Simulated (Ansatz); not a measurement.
`CC(O)[SiH2]O` → `COC(O)[SiH3]`  (isomerisation)

Gas-phase electronic energies from Ansatz, PBE0-D4/def2-TZVP geometries. CBS: MP2 limit from def2 TZ/QZ plus the TZ coupled-cluster correction, frozen cores. DFT in def2-TZVPP. One conformer a species, not always the lowest.

`CC(O)[SiH2]O`:

Cartesian coordinates in Å:
```
C 1.300 0.599 -0.686
C -0.097 0.698 -0.114
O 0.038 1.036 1.281
Si -1.048 -0.937 -0.158
O -0.229 -2.046 0.743
H 1.840 1.537 -0.541
H 1.260 0.383 -1.757
H 1.867 -0.199 -0.202
H -0.642 1.494 -0.640
H -0.820 1.317 1.610
H -1.193 -1.516 -1.518
H -2.401 -0.664 0.415
H 0.126 -1.701 1.567
```

`COC(O)[SiH3]`:

Z-matrix (Å, degrees):
```
C
O 1 1.406
H 1 1.100 2 111.0
H 1 1.090 2 107.4 3 -118.9
H 1 1.096 2 111.8 3 122.1
C 2 1.399 1 114.1 3 -52.5
Si 6 1.906 2 107.0 1 173.7
O 6 1.408 2 113.3 1 -67.8
H 6 1.105 2 108.7 1 54.0
H 7 1.486 6 108.6 2 -175.6
H 7 1.485 6 109.2 2 -56.5
H 7 1.483 6 109.4 2 64.2
H 8 0.961 6 109.8 2 85.9
```

CCSD(T)/CBS gives +206.2 kJ/mol.

(1) Another level gave +203.8 kJ/mol. Which?
A. ωB97X-V/def2-TZVPP
B. LC-ωPBE/def2-TZVPP
C. revPBE/def2-TZVPP
D. PBE-QIDH/def2-TZVPP

Largest T1 diagnostic among the species: 0.012.

Results:

(1) D. PBE-QIDH 203.8, revPBE 185.4, LC-ωPBE 197.7, ωB97X-V 192.8 kJ/mol.

At CCSD(T), def2-SVP lies −37.5 kJ/mol from the extrapolated value and def2-TZVPP −6.4 kJ/mol. In def2-TZVPP, CCSD(T) changes the Hartree–Fock value by +5.3 kJ/mol (the triples alone add −1.1 kJ/mol) and MP2 by +17.7 kJ/mol.

CCSD(T)/CBS has its own doubt, a few kJ/mol and more with outer-core shells, so smaller differences from it don't rank the levels.
